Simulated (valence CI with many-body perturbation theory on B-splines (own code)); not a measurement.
**Energy levels of Mn3+**

Level of theory: relativistic CI+MBPT: four valence electrons over a frozen Dirac-Fock core [Ar], radial functions for each j: 7 s, 7 p, 8 d, 6 f, 4 g, 1 h, with the one-electron correlation potential Σ1 (screened to all orders), the two-electron term Σ2, the three-electron term Σ3, Breit, model QED; selected single and double excitations, second order for the rest, scaled by the run's own slope (own B-spline code, finite nucleus).

Against 66 measured levels this calculation errs by 3123 cm⁻¹ on average and by 5064 at most. These come from a selection out of Corliss and Sugar, J. Phys. Chem. Ref. Data 6, 1253 (1977). Levels without a partner in it may be off by more, other configurations by 1,000 to 8,000 cm⁻¹. Among the levels kept, up to 290 cm⁻¹ of a level comes from second order outside the variational space, and about a tenth of that is noise between levels of different J, which matters for small intervals.

Levels 181 to 220 of 220, with energies above the lowest level, 3d4 5D_0. "Leading %" is the weight of the configuration and term that name the level; weights of strongly mixed levels are sums over their largest components and can fall short. Lifetimes count E1, E2, E3, M1 and M2 decay at the calculated energies, and are blank where another channel may lead or the interval is too uncertain; long ones can be off by a factor of two.

```tsv
No.	Configuration	Term	J	E (eV)	Leading %	Second component	Lifetime
181	3d3.4p	3P°	0	29.018	98		443 ps
182	3d3.4p	1P°	1	29.700	97		256 ps
183	3d3.4d	5H	3	30.189	96		382 ps
184	3d3.4d	5H	4	30.222	96		384 ps
185	3d3.4d	5P	1	30.253	96		412 ps
186	3d3.4d	5H	5	30.262	96		386 ps
187	3d3.4d	5P	2	30.296	91	4 % 3d3.4d 3D	410 ps
188	3d3.4d	3D	1	30.308	52	44 % 3d3.4d 5F	416 ps
189	3d3.4d	5H	6	30.310	96		388 ps
190	3d3.4d	5F	2	30.340	66	21 % 3d3.4d 3D	406 ps
191	3d3.4d	5P	3	30.359	83	9 % 3d3.4d 3D	408 ps
192	3d3.4d	5H	7	30.364	97		390 ps
193	3d3.4d	5F	1	30.369	53	42 % 3d3.4d 3D	421 ps
194	3d3.4d	5F	3	30.373	73	17 % 3d3.4d 5G	401 ps
195	3d3.4d	3D	2	30.390	61	22 % 3d3.4d 5G	425 ps
196	3d3.4d	5G	2	30.407	68	20 % 3d3.4d 5F	396 ps
197	3d3.4d	5F	4	30.409	74	22 % 3d3.4d 5G	402 ps
198	3d3.4d	5G	3	30.437	76	14 % 3d3.4d 5F	394 ps
199	3d3.4d	3D	3	30.453	79	7 % 3d3.4d 5P	434 ps
200	3d3.4d	5F	5	30.457	74	23 % 3d3.4d 5G	403 ps
201	3d3.4d	5G	4	30.477	74	22 % 3d3.4d 5F	393 ps
202	3d3.4d	5G	5	30.518	73	23 % 3d3.4d 5F	395 ps
203	3d3.4d	5G	6	30.551	96		397 ps
204	3d3.4d	3P	0	30.862	96		398 ps
205	3d3.4d	3H	4	30.883	95		404 ps
206	3d3.4d	3P	1	30.900	96		399 ps
207	3d3.4d	3H	5	30.944	95		403 ps
208	3d3.4d	3G	3	30.957	94		417 ps
209	3d3.4d	3P	2	30.974	95		402 ps
210	3d3.4d	3G	4	31.015	92		416 ps
211	3d3.4d	3H	6	31.016	96		402 ps
212	3d3.4d	3F	2	31.055	95		404 ps
213	3d3.4d	3G	5	31.086	95		416 ps
214	3d3.4d	3F	3	31.098	93		404 ps
215	3d3.4d	3F	4	31.147	93		403 ps
216	3d3.4d	5D	0	31.279	96		366 ps
217	3d3.4d	5D	1	31.291	96		366 ps
218	3d3.4d	5D	2	31.313	96		366 ps
219	3d3.4d	5D	3	31.346	96		366 ps
220	3d3.4d	5D	4	31.388	96		368 ps
```

Names give the largest LS component (configuration and term), which can be under half, so a name can repeat, a term be missing and a line seem to break the LS rules; names also repeat where a configuration has a term twice.

Where two levels of one J and parity lie close, their mixing, g and order are uncertain.
